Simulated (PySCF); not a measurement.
Cartesian coordinates (Å):
```xyz
10

N     -0.2444     1.5449    -0.4055
Si     0.1151    -0.1446    -0.5297
N     -1.2512    -1.0188     0.0778
N      1.4550    -0.4741     0.5165
H      0.4000     2.1316     0.1041
H     -0.6657     2.0401    -1.1757
H     -2.0945    -0.5013     0.2787
H     -1.4589    -1.9476    -0.2545
H      1.3433    -1.1930     1.2164
H      2.4014    -0.4372     0.1719
```
Charge 0, spin multiplicity 2.

Task: Give the highest occupied spin orbital, dipole moment and total energy at the level M06-2X/def2-TZVP // B3LYP-D3(BJ)/def2-TZVP run with PySCF 2.14.0.

Result: 
```
Item                                 Result
-----------------------------  ------------
highest occupied spin orbital      -5.68 eV
dipole moment                        0.51 D
total energy                   -457.3994 Ha
```
